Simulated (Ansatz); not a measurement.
Born–Oppenheimer molecular dynamics of CH₆Cl₂O₂Si₂ (13 atoms, charge 0, multiplicity 1). It starts from a relaxed structure.

Computed with RKS PBE/STO-3G (Ansatz).

```
ensemble        : NVT, Nosé–Hoover chain
time step       : 0.5 fs
steps asked     : 166
set temperature : 500 K
thermostat      : time constant 50 fs, chain length 1
masses          : H 2.014 u
seed            : 942357
```

Frames 0.5 fs apart, positions in Å, forces in eV/Å.

Velocities at 55 fs (Å/ps):

```
Si -3.64 -2.14 -5.71
O -2.36 0.56 2.44
Si 2.46 -1.56 1.29
H 3.70 12.14 8.69
H -15.08 2.86 5.12
H 5.18 -1.23 -13.11
Cl -3.18 1.57 0.86
O 3.53 2.00 -1.23
C 4.44 1.52 -1.04
H 1.58 3.32 4.54
H 17.01 7.89 -0.31
H -0.59 24.57 6.76
Cl 1.41 -3.12 1.78
```

```xyz
13
Properties=species:S:1:pos:R:3:forces:R:3 time_fs=55 energy_less_start_eV=0.548 T=253
Si -0.604 -0.066 0.179 1.07 -1.94 1.10
O 0.053 -0.221 1.797 -0.54 0.52 -2.14
Si -1.092 -0.607 3.028 -0.61 -0.33 0.35
H -1.399 -2.013 2.966 0.19 -0.57 0.09
H -0.396 -0.288 4.273 -0.18 0.10 -0.11
H -2.434 -0.021 2.912 0.36 0.48 0.02
Cl 1.036 -0.028 -1.203 -0.04 0.17 0.41
O -1.597 1.269 0.025 -0.04 -0.06 1.37
C -1.600 1.797 -1.327 -0.65 0.01 1.42
H -2.265 1.251 -1.956 -1.35 -1.08 -1.35
H -2.007 2.776 -1.154 -0.26 1.77 -0.57
H -0.625 1.769 -1.754 1.81 0.50 -1.03
Cl -1.718 -1.808 -0.535 0.24 0.44 0.44
13
Properties=species:S:1:pos:R:3:forces:R:3 time_fs=55.5 energy_less_start_eV=0.549 T=255
Si -0.605 -0.067 0.176 1.11 -1.94 1.23
O 0.052 -0.221 1.798 -0.51 0.53 -2.23
Si -1.091 -0.607 3.029 -0.65 -0.17 0.33
H -1.397 -2.007 2.970 0.15 -0.75 0.08
H -0.404 -0.286 4.276 -0.14 0.11 -0.08
H -2.431 -0.021 2.906 0.34 0.48 0.03
Cl 1.035 -0.028 -1.202 -0.02 0.16 0.39
O -1.595 1.270 0.025 -0.04 -0.05 1.36
C -1.598 1.798 -1.327 -0.78 0.15 1.49
H -2.265 1.252 -1.955 -1.32 -1.05 -1.37
H -1.999 2.781 -1.155 -0.29 1.68 -0.57
H -0.624 1.782 -1.752 1.92 0.43 -1.09
Cl -1.717 -1.809 -0.534 0.22 0.42 0.42
13
Properties=species:S:1:pos:R:3:forces:R:3 time_fs=56 energy_less_start_eV=0.535 T=267
Si -0.607 -0.068 0.173 1.14 -1.93 1.34
O 0.051 -0.220 1.799 -0.48 0.53 -2.30
Si -1.090 -0.608 3.030 -0.68 -0.02 0.29
H -1.395 -2.002 2.974 0.12 -0.90 0.07
H -0.412 -0.285 4.278 -0.10 0.12 -0.04
H -2.428 -0.021 2.899 0.32 0.47 0.04
Cl 1.033 -0.027 -1.202 0.00 0.16 0.37
O -1.594 1.271 0.025 -0.05 -0.04 1.34
C -1.596 1.799 -1.327 -0.87 0.30 1.45
H -2.267 1.252 -1.955 -1.21 -0.96 -1.31
H -1.991 2.788 -1.156 -0.30 1.52 -0.56
H -0.621 1.795 -1.750 1.90 0.35 -1.10
Cl -1.717 -1.811 -0.533 0.21 0.41 0.41
13
Properties=species:S:1:pos:R:3:forces:R:3 time_fs=56.5 energy_less_start_eV=0.508 T=289
Si -0.609 -0.070 0.170 1.16 -1.91 1.44
O 0.050 -0.220 1.799 -0.46 0.53 -2.36
Si -1.089 -0.609 3.030 -0.70 0.10 0.25
H -1.392 -1.999 2.979 0.09 -1.04 0.07
H -0.420 -0.283 4.280 -0.06 0.14 0.00
H -2.424 -0.020 2.893 0.29 0.47 0.05
Cl 1.032 -0.026 -1.202 0.03 0.15 0.35
O -1.592 1.272 0.025 -0.05 -0.02 1.31
C -1.594 1.800 -1.327 -0.93 0.45 1.30
H -2.270 1.250 -1.957 -1.03 -0.82 -1.19
H -1.983 2.797 -1.157 -0.29 1.30 -0.56
H -0.615 1.808 -1.750 1.75 0.27 -1.05
Cl -1.716 -1.812 -0.532 0.19 0.39 0.40
13
Properties=species:S:1:pos:R:3:forces:R:3 time_fs=57 energy_less_start_eV=0.474 T=315
Si -0.610 -0.071 0.168 1.17 -1.89 1.53
O 0.048 -0.219 1.799 -0.43 0.53 -2.40
Si -1.087 -0.610 3.031 -0.72 0.20 0.20
H -1.390 -1.996 2.984 0.07 -1.14 0.06
H -0.428 -0.281 4.283 -0.02 0.15 0.03
H -2.420 -0.019 2.886 0.26 0.46 0.06
Cl 1.030 -0.025 -1.201 0.06 0.14 0.33
O -1.590 1.273 0.025 -0.05 0.00 1.27
C -1.592 1.801 -1.327 -0.94 0.61 1.05
H -2.274 1.248 -1.960 -0.79 -0.63 -1.01
H -1.976 2.808 -1.160 -0.27 1.02 -0.56
H -0.608 1.823 -1.751 1.49 0.17 -0.95
Cl -1.715 -1.814 -0.531 0.17 0.37 0.38
13
Properties=species:S:1:pos:R:3:forces:R:3 time_fs=57.5 energy_less_start_eV=0.439 T=343
Si -0.612 -0.073 0.166 1.18 -1.85 1.62
O 0.047 -0.218 1.799 -0.41 0.52 -2.43
Si -1.087 -0.611 3.032 -0.74 0.27 0.15
H -1.387 -1.995 2.989 0.05 -1.20 0.06
H -0.436 -0.279 4.285 0.02 0.17 0.06
H -2.416 -0.017 2.880 0.23 0.45 0.07
Cl 1.028 -0.024 -1.200 0.09 0.13 0.31
O -1.588 1.274 0.025 -0.05 0.02 1.21
C -1.591 1.802 -1.326 -0.89 0.77 0.73
H -2.279 1.245 -1.964 -0.52 -0.41 -0.79
H -1.968 2.819 -1.163 -0.25 0.71 -0.55
H -0.598 1.837 -1.754 1.14 0.07 -0.80
Cl -1.714 -1.815 -0.530 0.15 0.35 0.37
13
Properties=species:S:1:pos:R:3:forces:R:3 time_fs=58 energy_less_start_eV=0.408 T=368
Si -0.613 -0.075 0.163 1.18 -1.81 1.69
O 0.045 -0.218 1.798 -0.38 0.50 -2.44
Si -1.086 -0.611 3.033 -0.75 0.30 0.09
H -1.385 -1.995 2.994 0.04 -1.23 0.06
H -0.444 -0.277 4.288 0.06 0.18 0.09
H -2.411 -0.014 2.873 0.19 0.44 0.07
Cl 1.027 -0.023 -1.200 0.11 0.12 0.29
O -1.587 1.275 0.025 -0.06 0.05 1.14
C -1.590 1.803 -1.325 -0.81 0.93 0.37
H -2.285 1.241 -1.970 -0.23 -0.18 -0.55
H -1.962 2.832 -1.167 -0.22 0.39 -0.54
H -0.588 1.851 -1.757 0.72 -0.04 -0.63
Cl -1.714 -1.817 -0.529 0.13 0.33 0.36
13
Properties=species:S:1:pos:R:3:forces:R:3 time_fs=58.5 energy_less_start_eV=0.387 T=387
Si -0.614 -0.077 0.161 1.18 -1.75 1.75
O 0.043 -0.217 1.797 -0.36 0.49 -2.43
Si -1.085 -0.612 3.033 -0.76 0.30 0.04
H -1.382 -1.997 2.998 0.03 -1.21 0.05
H -0.453 -0.274 4.290 0.10 0.19 0.12
H -2.406 -0.011 2.867 0.15 0.43 0.08
Cl 1.025 -0.022 -1.199 0.14 0.11 0.27
O -1.585 1.276 0.026 -0.06 0.09 1.07
C -1.589 1.804 -1.324 -0.70 1.09 -0.02
H -2.291 1.237 -1.976 0.06 0.05 -0.31
H -1.955 2.845 -1.172 -0.20 0.07 -0.52
H -0.576 1.866 -1.761 0.29 -0.15 -0.44
Cl -1.713 -1.818 -0.528 0.12 0.31 0.34
13
Properties=species:S:1:pos:R:3:forces:R:3 time_fs=59 energy_less_start_eV=0.377 T=397
Si -0.615 -0.080 0.159 1.17 -1.69 1.80
O 0.042 -0.216 1.796 -0.35 0.47 -2.41
Si -1.084 -0.613 3.034 -0.77 0.26 -0.02
H -1.379 -2.000 3.004 0.03 -1.16 0.05
H -0.461 -0.271 4.293 0.13 0.20 0.13
H -2.401 -0.008 2.861 0.11 0.42 0.09
Cl 1.024 -0.022 -1.199 0.17 0.10 0.25
O -1.583 1.277 0.027 -0.06 0.12 0.98
C -1.587 1.806 -1.323 -0.56 1.25 -0.39
H -2.298 1.234 -1.982 0.34 0.27 -0.07
H -1.948 2.859 -1.177 -0.18 -0.24 -0.49
H -0.564 1.880 -1.765 -0.14 -0.28 -0.25
Cl -1.712 -1.820 -0.527 0.10 0.28 0.33
13
Properties=species:S:1:pos:R:3:forces:R:3 time_fs=59.5 energy_less_start_eV=0.379 T=400
Si -0.616 -0.082 0.157 1.16 -1.62 1.84
O 0.040 -0.215 1.794 -0.33 0.44 -2.38
Si -1.083 -0.614 3.035 -0.78 0.19 -0.07
H -1.377 -2.005 3.009 0.04 -1.06 0.05
H -0.469 -0.268 4.296 0.16 0.21 0.15
H -2.396 -0.004 2.854 0.07 0.40 0.09
Cl 1.022 -0.021 -1.198 0.21 0.09 0.23
O -1.581 1.278 0.028 -0.06 0.16 0.89
C -1.587 1.808 -1.322 -0.42 1.39 -0.74
H -2.303 1.230 -1.989 0.59 0.47 0.15
H -1.942 2.872 -1.183 -0.17 -0.53 -0.46
H -0.552 1.894 -1.770 -0.55 -0.40 -0.06
Cl -1.711 -1.821 -0.525 0.07 0.26 0.31
13
Properties=species:S:1:pos:R:3:forces:R:3 time_fs=60 energy_less_start_eV=0.391 T=395
Si -0.617 -0.085 0.156 1.13 -1.54 1.87
O 0.038 -0.214 1.792 -0.32 0.41 -2.33
Si -1.083 -0.614 3.036 -0.78 0.10 -0.12
H -1.374 -2.010 3.014 0.05 -0.94 0.04
H -0.476 -0.265 4.299 0.19 0.21 0.15
H -2.390 0.001 2.848 0.04 0.38 0.10
Cl 1.020 -0.020 -1.197 0.24 0.07 0.21
O -1.579 1.280 0.029 -0.06 0.20 0.79
C -1.586 1.810 -1.322 -0.28 1.52 -1.04
H -2.308 1.227 -1.995 0.81 0.65 0.35
H -1.936 2.884 -1.189 -0.16 -0.78 -0.41
H -0.540 1.908 -1.775 -0.91 -0.52 0.10
Cl -1.710 -1.823 -0.524 0.05 0.23 0.30
13
Properties=species:S:1:pos:R:3:forces:R:3 time_fs=60.5 energy_less_start_eV=0.409 T=387
Si -0.618 -0.087 0.154 1.11 -1.46 1.88
O 0.036 -0.213 1.789 -0.31 0.38 -2.26
Si -1.082 -0.615 3.037 -0.78 -0.02 -0.17
H -1.371 -2.017 3.019 0.07 -0.78 0.04
H -0.484 -0.261 4.303 0.21 0.22 0.14
H -2.385 0.006 2.842 0.00 0.35 0.10
Cl 1.019 -0.019 -1.197 0.27 0.06 0.19
O -1.578 1.281 0.030 -0.05 0.24 0.68
C -1.585 1.813 -1.321 -0.14 1.62 -1.30
H -2.313 1.225 -2.001 0.99 0.80 0.52
H -1.930 2.896 -1.196 -0.17 -1.00 -0.35
H -0.530 1.921 -1.780 -1.22 -0.63 0.25
Cl -1.710 -1.824 -0.523 0.03 0.20 0.28
```

Of the whole run (83 fs, mean temperature of the second half 362 K): The conserved energy stayed within 0.23 meV per atom of its start (net change 0.1 meV per atom), so the integration is sound. The mean temperature of the second half is 28 % below the set value. A run of 0.083 ps of so small a system gives no equilibrium averages. Limits of this set-up: minimal basis.

Run time: 6.3 min on 1 thread of Intel(R) Xeon(R) 6975P-C (Granite Rapids) (shared host), peak memory 0.13 GiB.
